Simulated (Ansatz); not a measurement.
`[SiH3]C1(Cl)O[SiH2]1`, charge 0, multiplicity 1.

Question: Give a relaxed structure at PBE0-D4/def2-TZVP (Ansatz). (Estimate.)

Answer: Ansatz gave: 
Z-matrix (Å, degrees):
```
Si
C 1 1.879
H 1 1.484 2 109.8
H 1 1.486 2 107.7 3 -120.0
H 1 1.483 2 108.6 3 120.8
Cl 2 1.782 1 111.5 3 -62.3
O 2 1.450 1 115.3 3 68.0
Si 2 1.819 1 127.4 3 138.8
H 8 1.475 2 119.8 1 158.5
H 8 1.478 2 122.9 1 -3.1
```
This is one stationary point; other conformers may exist.
